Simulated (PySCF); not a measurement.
BrH, SMILES Br. Geometry optimised at PBE0-D3(BJ)/def2-TZVPD.

TDDFT-PBE/def2-TZVPD in PySCF 2.14.0 puts the lowest singlet excitations at 6.35, 6.35, 8.17, 8.17, 8.38, 8.38 eV.

Problem. What are the lowest excitation roots from PySCF with ADC(3)/aug-cc-pVDZ? (The exact figures need the calculation; the answer reports its results.)

Solution. 6.79, 6.79, 8.95, 8.95, 9.66, 9.66 eV. S1 differs by 0.44 eV (second minus first; roots are paired by order, and the bases may differ).
